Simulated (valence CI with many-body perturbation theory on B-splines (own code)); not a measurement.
## Au⁶⁵⁺: electric-dipole lines

Calculated by valence CI with perturbative core correlation (CI+MBPT): four valence electrons over a frozen Dirac-Fock core [Ne], radial functions for each j: 11 s, 11 p, 10 d, 8 f, 5 g, 2 h, with the one-electron correlation potential Σ1 (screened to all orders), the two-electron term Σ2, the three-electron term Σ3, Breit, model QED; selected single and double excitations, second order for the rest, scaled by the run's own slope (own B-spline code, finite nucleus).

The last digits are not significant, and no measured levels were compared; by estimate large intervals hold to a few tenths of a per cent, small ones and those within an open d or f shell to about a per cent. Among the levels kept, up to 590 cm⁻¹ of a level comes from second order outside the variational space, and about a tenth of that is noise between levels of different J, which matters for small intervals.

Lines 101 to 150 of 565 in falling wavelength, among levels below 2205.6 eV, chosen from the strongest by gf and those to the six lowest levels. Wavelengths and rates use the calculated energies. Electric multipoles are in the length gauge, E1 and E2 with the static RPA response of the core. Weak lines are less certain than strong ones. Lines between different terms over intervals too small for the method are left out, as are lines whose strength nearly cancels. The highest levels of a list are the least certain.

Levels are named by their leading jj configuration (3d3/2^4 stands for four electrons in 3d with j = 3/2), which in mixed levels can hold well under half, so a name can repeat and another be missing. Letters in brackets count levels of one name in rising energy.

```tsv
λ vac (Å)	Upper	Lower	A (s⁻¹)	S (a.u.)
36.71	(3s 3p1/2 3d5/2^2) J=3 [b]	(3s 3p1/2 3p3/2 3d5/2) J=2 [d]	2.66e+11	4.55e-02
36.48	(3s 3p1/2 3d5/2^2) J=3 [a]	(3s 3p1/2 3p3/2 3d5/2) J=2 [c]	8.46e+10	1.42e-02
36.35	(3s 3p1/2 3d3/2 3d5/2) J=3 [b]	(3s 3p1/2 3p3/2 3d3/2) J=3 [c]	7.27e+10	1.21e-02
36.27	(3s 3p1/2 3d5/2^2) J=2 [b]	(3s 3p1/2 3p3/2 3d5/2) J=2 [d]	6.65e+10	7.83e-03
36.12	(3s 3p1/2 3d5/2^2) J=4 [b]	(3s 3p1/2 3p3/2 3d5/2) J=3 [d]	3.47e+11	7.26e-02
36.07	(3s 3p1/2 3d5/2^2) J=5	(3s 3p1/2 3p3/2 3d5/2) J=4 [c]	1.48e+11	3.76e-02
35.95	(3s 3p1/2 3p3/2 3d5/2) J=2 [b]	(3s 3p1/2 3p3/2^2) J=2 [b]	9.54e+10	1.09e-02
35.93	(3s 3p1/2 3d3/2 3d5/2) J=4 [b]	(3s 3p1/2 3p3/2 3d3/2) J=3 [c]	1.76e+11	3.64e-02
35.77	(3s 3p1/2 3d5/2^2) J=3 [b]	(3s 3p1/2 3p3/2 3d5/2) J=2 [c]	1.99e+11	3.14e-02
35.74	(3p1/2^2 3d5/2^2) J=2	(3p1/2^2 3p3/2 3d5/2) J=1	1.03e+11	1.16e-02
35.73	(3s 3p1/2 3d5/2^2) J=4 [a]	(3s 3p1/2 3p3/2 3d5/2) J=3 [b]	9.38e+10	1.90e-02
35.70	(3s 3p1/2 3d3/2 3d5/2) J=2 [b]	(3s 3p1/2 3p3/2 3d3/2) J=1 [c]	8.51e+10	9.56e-03
35.69	(3s 3p1/2 3d5/2^2) J=3 [b]	(3s 3p1/2 3p3/2 3d5/2) J=3 [d]	1.16e+11	1.83e-02
35.56	(3p1/2^2 3d5/2^2) J=4	(3p1/2^2 3p3/2 3d5/2) J=3	2.29e+11	4.58e-02
35.45	(3s^2 3d5/2^2) J=2	(3s^2 3p3/2 3d5/2) J=1	2.18e+11	2.40e-02
35.38	(3s^2 3d5/2^2) J=4	(3s^2 3p3/2 3d5/2) J=3	5.67e+11	1.12e-01
35.35	(3s 3p1/2 3d5/2^2) J=2 [b]	(3s 3p1/2 3p3/2 3d5/2) J=2 [c]	8.31e+10	9.07e-03
35.29	(3s 3p1/2 3d5/2^2) J=1 [a]	(3s 3p1/2 3p3/2 3d5/2) J=0	1.32e+11	8.60e-03
35.28	(3s 3p3/2^2 3d5/2) J=1 [a]	(3s 3p3/2^3) J=2	2.31e+11	1.51e-02
35.27	(3s 3p1/2 3d5/2^2) J=2 [b]	(3s 3p1/2 3p3/2 3d5/2) J=3 [d]	9.30e+10	1.01e-02
35.24	(3s 3p3/2^2 3d5/2) J=3 [a]	(3s 3p3/2^3) J=2	8.98e+10	1.36e-02
35.12	(3s 3p1/2 3d5/2^2) J=2 [b]	(3s 3p1/2 3p3/2 3d5/2) J=1 [c]	7.32e+10	7.83e-03
35.10	(3s 3p1/2 3d3/2 3d5/2) J=2 [d]	(3s 3p1/2 3p3/2 3d3/2) J=1 [d]	1.73e+11	1.84e-02
34.99	(3s 3p1/2 3d3/2 3d5/2) J=1 [b]	(3s 3p1/2 3p3/2 3d3/2) J=1 [c]	2.56e+11	1.63e-02
34.98	(3s 3p1/2 3d3/2 3d5/2) J=3 [d]	(3s 3p1/2 3p3/2 3d3/2) J=2 [d]	2.69e+11	3.98e-02
34.97	(3s 3p1/2 3d3/2 3d5/2) J=4 [b]	(3s 3p1/2 3p3/2 3d3/2) J=3 [b]	6.77e+10	1.29e-02
34.92	(3s 3p1/2 3d5/2^2) J=1 [a]	(3s 3p1/2 3p3/2 3d5/2) J=1 [c]	2.38e+11	1.50e-02
34.80	(3s 3p1/2^2 3d5/2) J=2	(3s 3p1/2^2 3p3/2) J=1	2.46e+11	2.56e-02
34.74	(3s^2 3p3/2 3d5/2) J=2	(3s^2 3p3/2^2) J=2	2.47e+11	2.56e-02
34.67	(3s 3p1/2 3d3/2 3d5/2) J=0	(3s 3p1/2 3p3/2 3d3/2) J=1 [c]	3.60e+11	7.40e-03
34.61	(3s 3p1/2 3d3/2 3d5/2) J=3 [b]	(3s 3p1/2 3p3/2 3d3/2) J=2 [b]	1.78e+11	2.56e-02
34.59	(3s 3p1/2 3d5/2^2) J=4 [a]	(3s 3p1/2 3p3/2 3d5/2) J=3 [a]	3.72e+11	6.84e-02
34.55	(3s 3p1/2 3d3/2 3d5/2) J=1 [c]	(3s 3p1/2 3p3/2 3d3/2) J=0 [b]	1.41e+11	8.61e-03
34.55	(3s^2 3d3/2 3d5/2) J=3	(3s^2 3p3/2 3d3/2) J=2	3.18e+11	4.54e-02
34.50	(3s 3p1/2 3d5/2^2) J=5	(3s 3p1/2 3p3/2 3d5/2) J=4 [b]	2.48e+11	5.54e-02
34.41	(3s 3p1/2 3d5/2^2) J=2 [a]	(3s 3p1/2 3p3/2 3d5/2) J=1 [a]	9.86e+10	9.91e-03
34.38	(3s 3p1/2 3d5/2^2) J=4 [b]	(3s 3p1/2 3p3/2 3d5/2) J=4 [c]	1.75e+11	3.15e-02
34.36	(3s^2 3p1/2 3d5/2) J=2	(3s^2 3p1/2 3p3/2) J=2	5.82e+10	5.83e-03
34.32	(3s^2 3d5/2^2) J=2	(3s^2 3p3/2 3d5/2) J=3	1.19e+11	1.18e-02
34.25	(3s 3p1/2 3p3/2 3d5/2) J=0	(3s 3p1/2 3p3/2^2) J=1 [b]	4.80e+11	9.52e-03
34.21	(3s^2 3p1/2 3d5/2) J=3	(3s^2 3p1/2 3p3/2) J=2	3.13e+11	4.33e-02
34.18	(3s 3p1/2 3p3/2 3d5/2) J=2 [a]	(3s 3p1/2 3p3/2^2) J=2 [a]	2.41e+11	2.38e-02
34.13	(3s 3p3/2^2 3d5/2) J=1 [b]	(3s 3p3/2^3) J=1	5.10e+11	3.00e-02
34.12	(3s 3p1/2 3d3/2 3d5/2) J=1 [c]	(3s 3p1/2 3p3/2 3d3/2) J=1 [d]	1.41e+11	8.31e-03
34.12	(3p1/2^2 3d3/2 3d5/2) J=2	(3p1/2^2 3p3/2 3d3/2) J=1	1.55e+11	1.52e-02
34.06	(3s 3p1/2 3p3/2 3d5/2) J=3 [b]	(3s 3p1/2 3p3/2^2) J=3	2.62e+11	3.58e-02
33.95	(3s^2 3d3/2 3d5/2) J=3	(3s^2 3p3/2 3d3/2) J=3	5.92e+10	8.00e-03
33.93	(3s 3p1/2 3d3/2 3d5/2) J=2 [a]	(3p1/2^2 3p3/2^2) J=2	1.30e+11	1.25e-02
33.90	(3s 3p1/2 3d5/2^2) J=1 [b]	(3s 3p1/2 3p3/2 3d5/2) J=2 [d]	2.95e+11	1.70e-02
33.88	(3s 3p1/2 3d3/2 3d5/2) J=2 [b]	(3s 3p1/2 3p3/2 3d3/2) J=2 [b]	2.12e+11	2.04e-02
```
